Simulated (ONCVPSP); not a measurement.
## An odd input for ONCVPSP 4.0.1 (tungsten (W))

Command:

```bash
oncvpsp.x < W.dat > W.out
```

Input:

```
# ATOM AND REFERENCE CONFIGURATION
# atsym  z   nc   nv     iexc    psfile
  W 74.00   12    2  -106131      upf
#
#   n    l    f
    1    0    2.00
    2    0    2.00
    2    1    6.00
    3    0    2.00
    3    1    6.00
    3    2   10.00
    4    0    2.00
    4    1    6.00
    4    2   10.00
    4    3   14.00
    5    0    2.00
    5    1    6.00
    5    2    4.00
    6    0    0.00
#
# PSEUDOPOTENTIAL AND OPTIMIZATION
# lmax
    2
#
#   l,   rc,      ep,       ncon, nbas, qcut
    0    2.80    0.00    5   10    2.00
    1    2.35    0.21    4    8    3.60
    2    1.60    0.00    4    8    6.70
#
# LOCAL POTENTIAL
# lloc, lpopt,  rc(5),   dvloc0
    4    4    1.10    0.00
#
# VANDERBILT-KLEINMAN-BYLANDER PROJECTORs
# l, nproj, debl
    0    1    3.80
    1    2    0.80
    2    3    3.70
#
# MODEL CORE CHARGE
# icmod, fcfact, rcfact
    3    4.75    1.10
#
# LOG DERIVATIVE ANALYSIS
# epsh1, epsh2, depsh
   -2.00    5.00    0.02
#
# OUTPUT GRID
# rlmax, drl
    6.00    0.01
#
# TEST CONFIGURATIONS
# ncnf
    4
# nvcnf
#   n    l    f
    2
    5    2    4.00
    6    0    2.00
#
    2
    5    2    4.00
    6    0    0.00
#
    2
    5    2    3.00
    6    0    0.00
#
    2
    5    2    3.00
    6    0    2.00
#
```

This is an input that runs to its end, with one change: occupation of the last valence shell set to 0.00. The unchanged file is no sound one. Note: ghosts flagged at negative energy: s at -163.9 eV, p at -39.4 eV; GHOST(+) flagged for p at 554.2 eV. A true bound ghost makes a file unfit for plane-wave use.

**Question.** How does the run end?

**Answer.** The program refuses the input: "test_data: f <= 0.0, reference configuration line 14".

```
ONCVPSP  (Optimized Norm-Conservinng Vanderbilt PSeudopotential)
scalar-relativistic version 4.0.1

test_data: f <= 0.0, reference configuration line  14
ERROR: test_data found   1 ERROR; stopping
```
